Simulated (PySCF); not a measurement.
1-chloro-1,3-difluorobuta-1,2-diene (C4H3ClF2), SMILES CC(F)=C=C(F)Cl. Geometry optimised at PBE-D3(BJ)/def2-SVP.

Computed equilibrium geometry at PBE-D3(BJ)/def2-SVP (PySCF confirms it by a frequency run) as Cartesian coordinates in Å:
```xyz
10

C     -2.3857    -0.0112    -1.4232
C     -1.6146    -0.2312    -0.1632
F     -2.4247    -0.4177     0.9081
C     -0.2998    -0.2596    -0.0205
C      1.0096    -0.2470     0.0772
F      1.7900    -1.3270    -0.0537
Cl     1.9561     1.1802     0.3945
H     -1.7117     0.1405    -2.2848
H     -3.0426    -0.8837    -1.6215
H     -3.0436     0.8760    -1.3121
```
Charge 0, spin multiplicity 1.
